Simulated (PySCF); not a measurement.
C$_{3}$H$_{7}$, doublet, at a GFN2-xTB geometry, with bond 5-2 at 1.6 times its length; PBE0/STO-3G in PySCF.

Input for PySCF:
```python
from pyscf import gto, scf, dft

mol = gto.Mole()
mol.atom = '''
    C    -0.080734    0.514254    0.002024
    C     0.044777   -0.197533    1.290932
    C     0.044453   -0.188022   -1.292255
    H    -0.463600    1.520729    0.005251
    H     0.619853    0.871187    2.543954
    H     0.430184    0.478883   -2.064031
    H    -0.922652   -0.592384    1.631684
    H     0.725273   -1.044071    1.204624
    H     0.703359   -1.051180   -1.205875
    H    -0.927738   -0.554586   -1.649926
'''
mol.basis = 'sto-3g'
mol.charge = 0
mol.spin = 1
mol.verbose = 4
mol.build()

mf = dft.UKS(mol)
mf.xc = 'pbe0'
mf.diis = False
mf.max_cycle = 100
mf.kernel()
```

**Question.** Predict the main parts of the log of this PySCF run.

**Answer.** 
```
PySCF version 2.14.0

[INPUT] verbose = 4
[INPUT] num. atoms = 10
[INPUT] num. electrons = 25
[INPUT] charge = 0
[INPUT] spin (= nelec alpha-beta = 2S) = 1
[INPUT] symmetry False subgroup None
[INPUT] Mole.unit = angstrom
[INPUT] Symbol           X                Y                Z      unit          X                Y                Z       unit  Magmom
[...]
nuclear repulsion = 74.1624923812825
number of shells = 16
number of NR pGTOs = 66
number of NR cGTOs = 22
basis = sto-3g
ecp = {}

******** <class 'pyscf.dft.uks.UKS'> ********
method = UKS
initial guess = minao
damping factor = 0
level_shift factor = 0
DIIS disabled
SCF conv_tol = 1e-09
SCF conv_tol_grad = None
SCF max_cycles = 100
direct_scf = True
direct_scf_tol = 1e-13
number electrons alpha = 13  beta = 12
XC library pyscf.dft.libxc version 7.1.2
    S. Lehtola, C. Steigemann, M. J. T. Oliveira, and M. A. L. Marques,  SoftwareX 7, 1–5 (2018)
XC functionals = pbe0
    C. Adamo and V. Barone,  J. Chem. Phys. 110, 6158 (1999)
    M. Ernzerhof and G. E. Scuseria,  J. Chem. Phys. 110, 5029 (1999)
radial grids:
    Treutler-Ahlrichs [JCP 102, 346 (1995); DOI:10.1063/1.469408] (M4) radial grids

becke partition: Becke, JCP 88, 2547 (1988); DOI:10.1063/1.454033
pruning grids: <function nwchem_prune>
grids dens level: 3
symmetrized grids: False
atomic radii adjust function: <function treutler_atomic_radii_adjust>
small_rho_cutoff = 0
Set gradient conv threshold to 3.16228e-05
tot grids = 111016
init E= -116.747597217721

cycle= 1 E= -116.777650865799  delta_E= -0.0301  |g|= 0.115  |ddm|= 2.58
cycle= 2 E= -116.784569412329  delta_E= -0.00692  |g|= 0.0951  |ddm|= 0.307
cycle= 3 E= -116.779766460459  delta_E= 0.0048  |g|= 0.122  |ddm|= 0.335
cycle= 4 E= -116.767142991008  delta_E= 0.0126  |g|= 0.172  |ddm|= 0.441
cycle= 5 E= -116.737700279792  delta_E= 0.0294  |g|= 0.253  |ddm|= 0.637
cycle= 6 E= -116.687338223546  delta_E= 0.0504  |g|= 0.346  |ddm|= 0.887
cycle= 7 E= -116.590253454773  delta_E= 0.0971  |g|= 0.472  |ddm|= 1.22
cycle= 8 E= -116.490461133399  delta_E= 0.0998  |g|= 0.565  |ddm|= 1.54
cycle= 9 E= -116.34530123958  delta_E= 0.145  |g|= 0.681  |ddm|= 1.86
cycle= 10 E= -116.27794384724  delta_E= 0.0674  |g|= 0.729  |ddm|= 2.08
cycle= 11 E= -116.156227328793  delta_E= 0.122  |g|= 0.812  |ddm|= 2.26
cycle= 12 E= -116.149698459399  delta_E= 0.00653  |g|= 0.818  |ddm|= 2.37
cycle= 13 E= -116.057928027709  delta_E= 0.0918  |g|= 0.876  |ddm|= 2.45
cycle= 14 E= -116.089124765058  delta_E= -0.0312  |g|= 0.857  |ddm|=  2.5
cycle= 15 E= -116.014185226081  delta_E= 0.0749  |g|= 0.904  |ddm|= 2.54
cycle= 16 E= -116.062999998241  delta_E= -0.0488  |g|= 0.874  |ddm|= 2.56
cycle= 17 E= -115.995621559161  delta_E= 0.0674  |g|= 0.916  |ddm|= 2.57
cycle= 18 E= -116.051916533136  delta_E= -0.0563  |g|= 0.881  |ddm|= 2.58
cycle= 19 E= -115.987695622625  delta_E= 0.0642  |g|= 0.921  |ddm|= 2.59
cycle= 20 E= -116.047114700438  delta_E= -0.0594  |g|= 0.885  |ddm|= 2.59
cycle= 21 E= -115.984196670173  delta_E= 0.0629  |g|= 0.923  |ddm|=  2.6
cycle= 22 E= -116.044948928465  delta_E= -0.0608  |g|= 0.886  |ddm|=  2.6
cycle= 23 E= -115.98257690796  delta_E= 0.0624  |g|= 0.924  |ddm|=  2.6
cycle= 24 E= -116.043922377589  delta_E= -0.0613  |g|= 0.887  |ddm|=  2.6
cycle= 25 E= -115.981786110875  delta_E= 0.0621  |g|= 0.925  |ddm|=  2.6
cycle= 26 E= -116.043409774142  delta_E= -0.0616  |g|= 0.887  |ddm|=  2.6
cycle= 27 E= -115.981379274276  delta_E= 0.062  |g|= 0.925  |ddm|=  2.6
cycle= 28 E= -116.043140900592  delta_E= -0.0618  |g|= 0.887  |ddm|=  2.6
cycle= 29 E= -115.981159940655  delta_E= 0.062  |g|= 0.925  |ddm|=  2.6
cycle= 30 E= -116.042993711377  delta_E= -0.0618  |g|= 0.887  |ddm|=  2.6
cycle= 31 E= -115.981037017057  delta_E= 0.062  |g|= 0.926  |ddm|=  2.6
cycle= 32 E= -116.042910282646  delta_E= -0.0619  |g|= 0.887  |ddm|=  2.6
cycle= 33 E= -115.98096600243  delta_E= 0.0619  |g|= 0.926  |ddm|=  2.6
cycle= 34 E= -116.042861699443  delta_E= -0.0619  |g|= 0.887  |ddm|=  2.6
[...]
cycle= 48 E= -116.042790153445  delta_E= -0.0619  |g|= 0.887  |ddm|=  2.6
cycle= 49 E= -115.980860953489  delta_E= 0.0619  |g|= 0.926  |ddm|=  2.6
cycle= 50 E= -116.04278917877  delta_E= -0.0619  |g|= 0.887  |ddm|=  2.6
cycle= 51 E= -115.980860076821  delta_E= 0.0619  |g|= 0.926  |ddm|=  2.6
cycle= 52 E= -116.042788569319  delta_E= -0.0619  |g|= 0.887  |ddm|=  2.6
cycle= 53 E= -115.980859528073  delta_E= 0.0619  |g|= 0.926  |ddm|=  2.6
cycle= 54 E= -116.042788187767  delta_E= -0.0619  |g|= 0.887  |ddm|=  2.6
cycle= 55 E= -115.980859184255  delta_E= 0.0619  |g|= 0.926  |ddm|=  2.6
cycle= 56 E= -116.042787948676  delta_E= -0.0619  |g|= 0.887  |ddm|=  2.6
cycle= 57 E= -115.980858968683  delta_E= 0.0619  |g|= 0.926  |ddm|=  2.6
cycle= 58 E= -116.042787798753  delta_E= -0.0619  |g|= 0.887  |ddm|=  2.6
cycle= 59 E= -115.98085883345  delta_E= 0.0619  |g|= 0.926  |ddm|=  2.6
cycle= 60 E= -116.042787704697  delta_E= -0.0619  |g|= 0.887  |ddm|=  2.6
cycle= 61 E= -115.980858748581  delta_E= 0.0619  |g|= 0.926  |ddm|=  2.6
cycle= 62 E= -116.042787645667  delta_E= -0.0619  |g|= 0.887  |ddm|=  2.6
cycle= 63 E= -115.980858695304  delta_E= 0.0619  |g|= 0.926  |ddm|=  2.6
cycle= 64 E= -116.042787608609  delta_E= -0.0619  |g|= 0.887  |ddm|=  2.6
cycle= 65 E= -115.980858661853  delta_E= 0.0619  |g|= 0.926  |ddm|=  2.6
cycle= 66 E= -116.042787585341  delta_E= -0.0619  |g|= 0.887  |ddm|=  2.6
cycle= 67 E= -115.980858640845  delta_E= 0.0619  |g|= 0.926  |ddm|=  2.6
cycle= 68 E= -116.042787570728  delta_E= -0.0619  |g|= 0.887  |ddm|=  2.6
cycle= 69 E= -115.980858627652  delta_E= 0.0619  |g|= 0.926  |ddm|=  2.6
cycle= 70 E= -116.04278756155  delta_E= -0.0619  |g|= 0.887  |ddm|=  2.6
cycle= 71 E= -115.980858619364  delta_E= 0.0619  |g|= 0.926  |ddm|=  2.6
cycle= 72 E= -116.042787555785  delta_E= -0.0619  |g|= 0.887  |ddm|=  2.6
cycle= 73 E= -115.980858614158  delta_E= 0.0619  |g|= 0.926  |ddm|=  2.6
cycle= 74 E= -116.042787552164  delta_E= -0.0619  |g|= 0.887  |ddm|=  2.6
cycle= 75 E= -115.980858610888  delta_E= 0.0619  |g|= 0.926  |ddm|=  2.6
cycle= 76 E= -116.042787549889  delta_E= -0.0619  |g|= 0.887  |ddm|=  2.6
cycle= 77 E= -115.980858608833  delta_E= 0.0619  |g|= 0.926  |ddm|=  2.6
cycle= 78 E= -116.04278754846  delta_E= -0.0619  |g|= 0.887  |ddm|=  2.6
cycle= 79 E= -115.980858607543  delta_E= 0.0619  |g|= 0.926  |ddm|=  2.6
cycle= 80 E= -116.042787547562  delta_E= -0.0619  |g|= 0.887  |ddm|=  2.6
cycle= 81 E= -115.980858606732  delta_E= 0.0619  |g|= 0.926  |ddm|=  2.6
cycle= 82 E= -116.042787546998  delta_E= -0.0619  |g|= 0.887  |ddm|=  2.6
cycle= 83 E= -115.980858606222  delta_E= 0.0619  |g|= 0.926  |ddm|=  2.6
cycle= 84 E= -116.042787546644  delta_E= -0.0619  |g|= 0.887  |ddm|=  2.6
cycle= 85 E= -115.980858605902  delta_E= 0.0619  |g|= 0.926  |ddm|=  2.6
cycle= 86 E= -116.042787546421  delta_E= -0.0619  |g|= 0.887  |ddm|=  2.6
cycle= 87 E= -115.980858605701  delta_E= 0.0619  |g|= 0.926  |ddm|=  2.6
cycle= 88 E= -116.042787546281  delta_E= -0.0619  |g|= 0.887  |ddm|=  2.6
cycle= 89 E= -115.980858605575  delta_E= 0.0619  |g|= 0.926  |ddm|=  2.6
cycle= 90 E= -116.042787546193  delta_E= -0.0619  |g|= 0.887  |ddm|=  2.6
cycle= 91 E= -115.980858605495  delta_E= 0.0619  |g|= 0.926  |ddm|=  2.6
cycle= 92 E= -116.042787546138  delta_E= -0.0619  |g|= 0.887  |ddm|=  2.6
cycle= 93 E= -115.980858605445  delta_E= 0.0619  |g|= 0.926  |ddm|=  2.6
cycle= 94 E= -116.042787546103  delta_E= -0.0619  |g|= 0.887  |ddm|=  2.6
cycle= 95 E= -115.980858605414  delta_E= 0.0619  |g|= 0.926  |ddm|=  2.6
cycle= 96 E= -116.042787546082  delta_E= -0.0619  |g|= 0.887  |ddm|=  2.6
cycle= 97 E= -115.980858605395  delta_E= 0.0619  |g|= 0.926  |ddm|=  2.6
cycle= 98 E= -116.042787546068  delta_E= -0.0619  |g|= 0.887  |ddm|=  2.6
cycle= 99 E= -115.980858605382  delta_E= 0.0619  |g|= 0.926  |ddm|=  2.6
cycle= 100 E= -116.042787546059  delta_E= -0.0619  |g|= 0.887  |ddm|=  2.6
SCF not converged.
SCF energy = -116.042787546059 after 100 cycles  <S^2> = 0.75436144  2S+1 = 2.0043567
```

The run did not converge; its last values are not results.
